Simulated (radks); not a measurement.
Results of a calculation; reference values are marked as such.
Ionisation of the scandium ion Sc11+, [Ne], to [He] 2s2 2p5 as the strength of local exchange is varied. Level of theory: Dirac Kohn-Sham, Slater X-alpha exchange (alpha = 2/3 is LDA exchange), no correlation, spin-unpolarised, spherical densities, point nucleus (a radial shooting solver on a logarithmic mesh with Libxc functionals).

| alpha | E(Sc11+) (hartree) | exchange (hartree) | IE (eV) | -e of the level emptied (eV) | <r> of it (bohr) |
|---|---|---|---|---|---|
| 0.555 | -709.65792 | -24.01004 | 675.03 | 636.98 (2p3/2) | 0.3045 |
| 0.629 | -712.86433 | -27.29768 | 682.37 | 644.25 (2p3/2) | 0.3031 |
| 0.667 | -714.51482 | -28.99382 | 686.15 | 648.00 (2p3/2) | 0.3024 |
| 0.75 | -718.12913 | -32.71718 | 694.45 | 656.23 (2p3/2) | 0.3009 |
| 0.941 | -726.49493 | -41.38250 | 713.76 | 675.39 (2p3/2) | 0.2975 |
| 0.951 | -726.93480 | -41.83991 | 714.78 | 676.40 (2p3/2) | 0.2973 |
| 1.003 | -729.22508 | -44.22444 | 720.09 | 681.67 (2p3/2) | 0.2964 |

NIST Atomic Spectra Database: 687.4 eV (measured). The Delta-SCF value meets it near alpha = 0.68. Spin polarisation and multiplet splitting are left out, so open shells lie too high by an amount that depends on their filling.

Beside tabulated values, note that spin-unpolarised runs miss the spin-polarisation part of the exchange energy of open shells.
